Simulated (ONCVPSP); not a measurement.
## What one change does to a pseudopotential (Ta, ONCV)

tantalum (Ta), optimised norm-conserving Vanderbilt (ONCV), made with ONCVPSP 4.0.1 (PBEsol, scalar-relativistic). Core [Kr] 4d10 4f14, reference 5s2 5p6 5d3 6s2. Waves: 5s+6s: rc 2.05 bohr, ncon 5, nbas 8, qcut 5.3 1/bohr, 3 projectors, debl 3.5 Ha; 5p: rc 1.80 bohr, ncon 4, nbas 8, qcut 6.1 1/bohr, 2 projectors, debl 1.4 Ha; 5d: rc 2.50 bohr, ncon 4, nbas 9, qcut 5.4 1/bohr, 3 projectors, debl 3.9 Ha. Local part: polynomial inside 1.75 bohr (lpopt 2, dvloc0 -1 Ha). Core correction: Teter function, fcfact 5.75, rcfact 1.7.

In the p channel the program set the typed energies aside and used -1.449, 0.250 Ha.

All-electron outer shells of the reference configuration (PBEsol, scalar-relativistic, ld1.x):

| shell | level (eV) | outermost node (bohr) | outermost maximum (bohr) |
| --- | --- | --- | --- |
| 5s | -73.03 | 0.54 | 0.98 |
| 5p | -39.42 | 0.58 | 1.13 |
| 4f | -24.73 | – | 0.44 |
| 6s | -5.47 | 1.32 | 2.78 |
| 5d | -3.62 | 0.65 | 1.58 |

Change: s: qcut 3.9; p: qcut 4.5; d: qcut 4.

Cutoffs: the cutoffs (Ha) at which the residual kinetic energy of the hardest occupied pseudo-wave falls to 1 and 0.1 mHa per electron; they do not see the model core or the augmentation charge, which bear on the density cutoff. Errors are all-electron minus pseudo energies relative to the spin-unpolarised reference configuration.

Question: Predict the effect on cutoff, ghosts and configuration errors.

Answer: The potential gets harder (12 Ha and 32 Ha → 19 Ha and 46 Ha); of the 4 tests that both files solve, the error grows in 0 and shrinks in 1 by more than 15 % and 0.3 meV (median size 19.1 → 18.7 meV); neither file shows a bound ghost.

| quantity | base | changed |
| --- | --- | --- |
| cutoff, loose | 12 Ha | 19 Ha |
| cutoff, tight | 32 Ha | 46 Ha |
| loose cutoff by channel | s 12 Ha, p 10 Ha, d 11 Ha | s 19 Ha, p 10 Ha, d 13 Ha |
| bound ghosts | none | none |
| GHOST(+) flags under 300 eV | none | none |
| error for 5s2 5p6 5d3 6s1, meV [ΔE 8.51 eV] | -6.4 | -5.7 |
| error for 5s2 5p6 5d3 6s0, meV [ΔE 23.48 eV] | -32 | -32 |
| error for 5s2 5p6 5d2 6s0, meV [ΔE 47.09 eV] | -86 | -73 |
| error for 5s2 5p6 5d3 6s1.5, meV [ΔE 3.48 eV] | -2.0 | -1.7 |
| s: phases at 2.08 bohr within 0.05 rad from the reference energy up to (Ha; the scan ends near 5) | to the end of the scan | to the end of the scan |
| p: phases at 1.83 bohr within 0.05 rad from the reference energy up to (Ha; the scan ends near 5) | to the end of the scan | to the end of the scan |
| d: phases at 2.55 bohr within 0.05 rad from the reference energy up to (Ha; the scan ends near 5) | 1.4 | 1.4 |
| rms error of d²Exc/dni dnj with the model core, mHa | 3.68 | 3.68 |

Changed file: The cutoffs count occupied waves only; projector 2 of the d channel, the hardest unoccupied one, needs 56 Ha at the loose tolerance.
